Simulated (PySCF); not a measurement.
Vertical excitations of a molecule C₃H₅FOSi from TDDFT-B3LYP/def2-SVPD (PySCF), as energy in eV (oscillator strength): 6.38 (0.086), 6.88 (0.012), 7.03 (0.140), 7.12 (0.023), 7.28 (0.005), 7.65 (0.013), 7.86 (0.007), 8.10 (0.047), 8.26 (0.011), 8.32 (0.009). Lowest triplet (TDA): 4.34 eV. The structure is a stationary point at B3LYP-D3(BJ)/def2-SVP. Other conformers were not sampled.

### Question
Which molecule gave these data?
A) F[Si@H]1C=CCO1
B) FC1=C([SiH3])OC1
C) F/C=C1\C[SiH2]O1
D) C=C=C[Si@H](O)F

### Answer
A, F[Si@H]1C=CCO1
